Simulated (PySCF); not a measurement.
Molecule: SMILES CC(C)(C)PCO, C₅H₁₃OP.

Bonds (- single, = double, # triple, : aromatic): C1-C2, C2-C3, C2-C4, C2-P5, P5-C6, C6-O7. C1 carries H8, H9, H10; C3 carries H11, H12, H13; C4 carries H14, H15, H16; P5 carries H17; C6 carries H18, H19; O7 carries H20.

Frames of a GFN2-xTB Langevin trajectory at 400 K; GIAO PBE0/pcSseg-1 shieldings in PySCF, gas phase, non-relativistic; equivalent atoms averaged within each frame.

Shifts are taken against calculated references (same method and geometry level): ¹³C (σref 186.93) and ¹H (σref 31.72) vs TMS; H3PO4 for ³¹P (σref 318.38); ¹⁷O (σref 336.08) vs H2O. The references are static minima.

Question: How do the shifts (ppm) fluctuate along the trajectory?

Answer: 
```tsv
time (fs)	C6	C2	C1/C3/C4	P5	O7	H18/H19	H17	H20	H8/H9/H10/H11/H12/H13/H14/H15/H16
optimised geometry	63.7	32.3	31.7	-48.6	33.8	4.70	2.93	-0.18	1.34
250	64.0	33.7	30.6	-5.7	74.9	4.71	3.94	2.10	1.33
425	67.2	35.3	33.9	22.6	34.2	5.73	3.06	-0.07	1.35
625	61.7	37.5	35.8	-41.6	28.9	4.55	3.67	1.36	1.63
800	73.0	32.0	37.2	-15.9	30.9	5.78	3.76	0.41	1.93
1000	58.0	37.2	39.9	-65.2	37.5	3.82	3.00	0.84	1.82
mean of frames	64.8	35.2	35.5	-21.2	41.3	4.92	3.49	0.93	1.61
standard deviation	5.7	2.3	3.5	33.7	19.1	0.84	0.43	0.84	0.27
```

5 frames give an uncertainty of the mean of about the standard deviation over 2.2 at best, since frames this close in time may not be independent; classical motion lacks zero-point vibration, and the reference would need the same averaging.
